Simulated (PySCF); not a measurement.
Ligands exchanged one at a time, Ga SiH3-H. Isolated molecules, 0 K electronic values unless said otherwise. Strings in code marks are SMILES.

The HOMO–LUMO gap from two functionals at the same geometries (PBE0-D3(BJ)/def2-TZVP), both in PySCF: PBE-D3(BJ)/def2-TZVP and PBE0-D3(BJ)/def2-TZVP. 

| species | PBE-D3(BJ)/def2-TZVP (eV) |
|---|---|
| 0 of 3 SiH3 replaced by H (`[SiH3][Ga]([SiH3])[SiH3]`) | 2.90 |
| 1 of 3 SiH3 replaced by H (`[SiH3][GaH][SiH3]`) | 3.10 |
| 2 of 3 SiH3 replaced by H (`[SiH3][GaH2]`) | 3.63 |
| 3 of 3 SiH3 replaced by H (`[GaH3]`) | 4.70 |

What does PBE0-D3(BJ)/def2-TZVP give for each?


- 0 of 3 SiH3 replaced by H (`[SiH3][Ga]([SiH3])[SiH3]`): 4.64
- 1 of 3 SiH3 replaced by H (`[SiH3][GaH][SiH3]`): 4.86
- 2 of 3 SiH3 replaced by H (`[SiH3][GaH2]`): 5.49
- 3 of 3 SiH3 replaced by H (`[GaH3]`): 6.77
Over these rows, drawn at random from the members with no instability flagged (it was tested for open shells, ions and some series alone), PBE minus PBE0-D3(BJ): mean -1.86 eV, from -2.08 eV to -1.74 eV.
